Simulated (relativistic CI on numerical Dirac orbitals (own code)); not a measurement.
**Level scheme of Nb¹⁸⁺**

Calculated at this level of theory: Dirac-Coulomb-Breit CI, separate exchange-only KLI orbitals for each configuration, model QED, unscaled Slater integrals (own radial code, finite nucleus).

CI space (outside the closed core [Ne]): 3s²3p⁶3d⁵, 3s²3p⁵3d⁶, 3s²3p⁴3d⁷, 3s3p⁶3d⁶, 3p⁶3d⁷, 3s3p⁵3d⁷, 3s²3p⁶3d⁴4s, 3s²3p⁶3d⁴4p, 3s²3p⁶3d⁴4d, 3s²3p⁶3d⁴4f, 3s²3p⁵3d⁵4s, 3s²3p⁶3d³4s², 3s²3p⁶3d⁴5s, 3s²3p⁶3d³4p², 3s²3p⁶3d³4s4d, 3p⁶3d⁶4s. Levels of other configurations are missing.

The lowest level is 3s²3p⁶3d⁵ ⁶S5/2, with 94 % of that term; Hund's rules for 3s²3p⁶3d⁵ give ⁶S with J = 5/2, in agreement.

```tsv
No.	Configuration	Term	J	E (cm⁻¹)	%	Lifetime (s)	jj configuration (%)
1	3s²3p⁶3d⁵	⁶S	5/2	0.0	94		3d3/2^2 3d5/2^3 (38)
2	3s²3p⁶3d⁵	⁴G	5/2	88861.5	32	1.28e-03	3d5/2 (69)
3	3s²3p⁶3d⁵	⁴G	7/2	99394.4	83	3.77e-02	3d3/2^3 3d5/2^2 (67)
4	3s²3p⁶3d⁵	⁴G	11/2	100530.9	92		3d3/2^3 3d5/2^2 (49)
5	3s²3p⁶3d⁵	⁴G	5/2	100812.9	50	1.22e-03	3d3/2^3 3d5/2^2 (52)
6	3s²3p⁶3d⁵	⁴P	3/2	101033.4	63	8.51e-04	3d3/2^3 3d5/2^2 (72)
7	3s²3p⁶3d⁵	⁴G	9/2	102836.5	94	5.10e-01	3d3/2^2 3d5/2^3 (58)
8	3s²3p⁶3d⁵	⁴P	1/2	107342.2	80	8.42e-02	3d3/2^2 3d5/2^3 (49)
9	3s²3p⁶3d⁵	⁴D	7/2	120815.0	83	4.69e-03	3d3/2^2 3d5/2^3 (75)
10	3s²3p⁶3d⁵	⁴D	5/2	128166.9	60	1.57e-03	3d3/2^3 3d5/2^2 (44)
11	3s²3p⁶3d⁵	⁴D	1/2	129976.4	83	2.66e-03	3d3/2^2 3d5/2^3 (82)
12	3s²3p⁶3d⁵	⁴D	3/2	132439.1	62	1.35e-03	3d3/2^2 3d5/2^3 (51)
13	3s²3p⁶3d⁵	²I	11/2	144489.7	80	3.88e-03	3d3/2^2 3d5/2^3 (58)
14	3s²3p⁶3d⁵	²F	5/2	150180.2	30	4.26e-04	3d3/2 3d5/2^4 (46)
15	3s²3p⁶3d⁵	²D	3/2	151741.8	61	1.08e-03	3d3/2^2 3d5/2^3 (64)
16	3s²3p⁶3d⁵	²I	13/2	152365.3	100	4.63e-02	3d3/2^2 3d5/2^3 (100)
17	3s²3p⁶3d⁵	²F	7/2	154196.2	49	3.66e-03	3d3/2^3 3d5/2^2 (64)
18	3s²3p⁶3d⁵	⁴F	9/2	158513.2	50	3.12e-03	3d3/2^3 3d5/2^2 (55)
19	3s²3p⁶3d⁵	⁴F	5/2	167942.5	68	2.02e-03	3d3/2^2 3d5/2^3 (72)
20	3s²3p⁶3d⁵	²H	9/2	175063.9	59	9.51e-04	3d3/2^2 3d5/2^3 (94)
21	3s²3p⁶3d⁵	²F	7/2	176399.1	47	6.90e-04	3d3/2 3d5/2^4 (71)
22	3s²3p⁶3d⁵	⁴F	3/2	179620.1	61	1.18e-03	3d3/2 3d5/2^4 (59)
23	3s²3p⁶3d⁵	²G	7/2	186182.0	80	2.90e-03	3d3/2^2 3d5/2^3 (81)
24	3s²3p⁶3d⁵	²F	5/2	190511.6	68	8.27e-04	3d3/2^2 3d5/2^3 (48)
25	3s²3p⁶3d⁵	²H	11/2	193214.5	77	6.06e-04	3d3/2 3d5/2^4 (88)
26	3s²3p⁶3d⁵	²G	9/2	200175.1	55	1.51e-03	3d3/2 3d5/2^4 (70)
27	3s²3p⁶3d⁵	²F	7/2	201008.7	71	1.55e-03	3d3/2 3d5/2^4 (49)
28	3s²3p⁶3d⁵	²F	5/2	202817.6	47	5.06e-04	3d5/2^5 (50)
29	3s²3p⁶3d⁵	²S	1/2	211492.7	94	6.39e-04	3d3/2^3 3d5/2^2 (38)
30	3s²3p⁶3d⁵	²D	3/2	233865.6	96	4.90e-04	3d3/2 3d5/2^4 (35)
```

Energies count from the lowest computed level; lifetimes are radiative, by E1, M1, E2, M2 decay to levels of this space only; some are left blank where a channel outside the calculation adds to the decay or the decay crosses a small, uncertain gap. Filled j subshells are mostly left out of the jj labels.

The mean weight of the leading LS term, summed over parents, in these 30 levels is 69 %, and that of the leading jj configuration (from the same eigenvectors) 62 %.

At this charge energies of transitions that change n are usually good to better than 1 %, and those within a shell (Δn = 0) to a few per cent. Terms inside the open d or f shell come out 10 to 20 % too wide with unscaled integrals.

LS names give the leading component of a level, which can be under half, so a name can repeat, a term be missing and a line seem to break the LS rules.
